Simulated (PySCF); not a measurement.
Precursor series Zr OH-H. All species are isolated molecules in the gas phase. One relaxed conformer stands for each flexible species; it need not be the lowest.

All values below come from PySCF with PBE-D3(BJ)/def2-TZVP // PBE-D3(BJ)/def2-SVP. All candidates: neutral, multiplicity 1. 

```yaml
HOMO–LUMO gap: 3.69 eV
HOMO: -7.20 eV
LUMO: -3.52 eV
```

Problem. Say which member has these values.
A. [Zr(H)4]
B. [Zr(OH)2(H)2]
C. [Zr(OH)(H)3]
D. [Zr(OH)3(H)]

Solution. A, [Zr(H)4]. The others give [Zr(OH)3(H)]: 5.15 eV, -6.23 eV, -1.08 eV; [Zr(OH)2(H)2]: 4.01 eV, -6.30 eV, -2.29 eV; [Zr(OH)(H)3]: 3.97 eV, -6.70 eV, -2.73 eV
